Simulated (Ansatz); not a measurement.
A nudged elastic band was laid between two geometries of C₃H₉GeN (14 atoms, charge 0, multiplicity 1).

All numbers below come from RKS PBE0/def2-mTZVP (Ansatz 0.2.0).

```
movable images  : 5
climbing image  : yes
spring          : 5.0 eV/Å²
optimiser       : quadratic models (default)
start path      : IDPP
force threshold : 0.03 eV/Å
iteration limit : 60
end points      : relaxed
```

Image 0:

```xyz
14
Properties=species:S:1:pos:R:3
C -2.365 -0.524 0.670
C -1.383 -0.168 -0.150
C -0.126 -0.931 -0.370
Ge 1.450 0.045 0.296
N 1.559 1.634 -0.645
H -3.246 0.094 0.799
H -2.328 -1.446 1.243
H -1.466 0.770 -0.695
H 0.042 -1.104 -1.439
H -0.163 -1.909 0.117
H 1.283 0.431 1.777
H 2.707 -0.850 0.128
H 1.990 1.554 -1.559
H 2.032 2.376 -0.143
```

Image 6:

```xyz
14
Properties=species:S:1:pos:R:3
C -2.281 -0.264 0.684
C -1.324 -0.095 -0.222
C -0.140 -0.971 -0.411
Ge 1.518 -0.128 0.277
N 1.872 1.558 -0.383
H -3.103 0.437 0.779
H -2.283 -1.112 1.363
H -1.379 0.775 -0.876
H 0.019 -1.192 -1.471
H -0.268 -1.925 0.109
H 1.397 0.021 1.804
H 2.729 -1.005 -0.107
H 2.040 1.607 -1.381
H 1.190 2.265 -0.135
```

Problem. What changes between the two ends?

Solution. No bond is made or broken. The height of N5 over the plane of its neighbours goes from -0.34 to 0.32 Å.

Problem. Give the energies along the band, and the barrier.

Solution. It converged. The highest image is number 3 of 0 to 6, 1.3 kcal/mol above the first end and 1.1 kcal/mol above the last; the last end lies 0.2 kcal/mol above the first. A vibrational analysis at the climbing image gives one clearly imaginary mode, 423i cm⁻¹: a first-order saddle point.

```json
{"image": "0", "path coordinate (Å)": "0.00", "energy (kcal/mol)": "0.0", "height of N5 over the plane of its neighbours (Å)": "-0.34"}
{"image": "1", "path coordinate (Å)": "0.36", "energy (kcal/mol)": "0.0", "height of N5 over the plane of its neighbours (Å)": "-0.34"}
{"image": "2", "path coordinate (Å)": "0.71", "energy (kcal/mol)": "0.1", "height of N5 over the plane of its neighbours (Å)": "-0.33"}
{"image": "3", "path coordinate (Å)": "1.07", "energy (kcal/mol)": "1.3", "height of N5 over the plane of its neighbours (Å)": "-0.01"}
{"image": "4", "path coordinate (Å)": "1.29", "energy (kcal/mol)": "0.5", "height of N5 over the plane of its neighbours (Å)": "0.23"}
{"image": "5", "path coordinate (Å)": "1.51", "energy (kcal/mol)": "0.2", "height of N5 over the plane of its neighbours (Å)": "0.32"}
{"image": "6", "path coordinate (Å)": "1.73", "energy (kcal/mol)": "0.2", "height of N5 over the plane of its neighbours (Å)": "0.32"}
```

Problem. What is the geometry of the highest image?

Solution. 
```xyz
14
Properties=species:S:1:pos:R:3:forces:R:3
C -2.330 -0.357 0.706 0.00 0.00 0.01
C -1.363 -0.128 -0.177 0.00 0.00 0.00
C -0.161 -0.973 -0.386 0.00 -0.01 0.00
Ge 1.483 -0.079 0.258 0.00 0.00 0.00
N 1.768 1.529 -0.557 -0.01 -0.01 0.02
H -3.166 0.324 0.820 0.00 0.00 0.00
H -2.323 -1.234 1.346 0.00 0.00 0.00
H -1.422 0.768 -0.793 0.00 0.00 0.00
H -0.010 -1.182 -1.450 0.00 0.00 0.00
H -0.254 -1.933 0.131 0.00 0.00 0.00
H 1.348 0.188 1.770 0.00 0.00 0.00
H 2.699 -0.981 -0.049 0.00 0.00 0.00
H 2.288 1.631 -1.411 0.00 0.01 0.00
H 1.431 2.398 -0.179 0.01 0.01 -0.01
```

Problem. What are the harmonic wavenumbers there?

Solution. 423i, 50, 87, 124, 156, 262, 394, 451, 541, 644, 696, 720, 780, 841, 850, 878, 929, 960, 1037, 1076, 1189, 1234, 1339, 1449, 1480, 1607, 1721, 2125, 2149, 3049, 3101, 3140, 3147, 3229, 3638, 3750 cm⁻¹.

The band took 8 iterations and of the order of 4 core-minutes.

Run time: 2.1 min on 2 threads of Intel(R) Xeon(R) 6975P-C (Granite Rapids), with other jobs on the host, peak memory 0.43 GiB.
